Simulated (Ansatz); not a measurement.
`[AlH2][O]C[SiH2]S` + `[GaH3]` → `S[SiH2][GaH2]` + `C[O][AlH2]`  (formal exchange of groups at the Si–C bond)

Isolated molecules relaxed with PBE0-D4/def2-TZVP in Ansatz; ΔE leaves out vibrations. CCSD(T)/CBS adds triple-zeta CCSD(T) − MP2 to the extrapolated MP2 energy (def2 sets, frozen cores). DFT in def2-TZVPP. For Ga outer-core shells are correlated without core-valence functions, which leaves a few kJ/mol of doubt a bond. Scalar relativity is left out up to krypton. Each species was taken in one conformer, which may not be the lowest.

```tsv
species	PBE-QIDH energy (Eh)
`[AlH2][O]C[SiH2]S`	-1047.00208
`[GaH3]`	-1926.02434
`S[SiH2][GaH2]`	-2614.54613
`C[O][AlH2]`	-358.49160
```

(1) Work out ΔE.

Largest T1 diagnostic among the species: 0.013.

Answers

(1) ΔE = (-2614.54613) + (-358.49160) − (-1047.00208) − (-1926.02434) = -0.01131 Eh = -7.1 kcal/mol. CCSD(T)/CBS gives -6.9 kcal/mol.

From BLYP to BHLYP (50 % exact exchange), in def2-TZVPP and without D4, ΔE moves by +1.8 kcal/mol. At CCSD(T), def2-SVP lies +0.7 kcal/mol from the extrapolated value and def2-TZVPP +0.5 kcal/mol. Leaving LDA and LC-ωPBE aside and taking each functional with its dispersion term where it has one, the values, not all of them listed here, spread over 3.6 kcal/mol, from PBE-D4 to ωB97M-V. LDA lies +2.3 kcal/mol from PBE without D4.
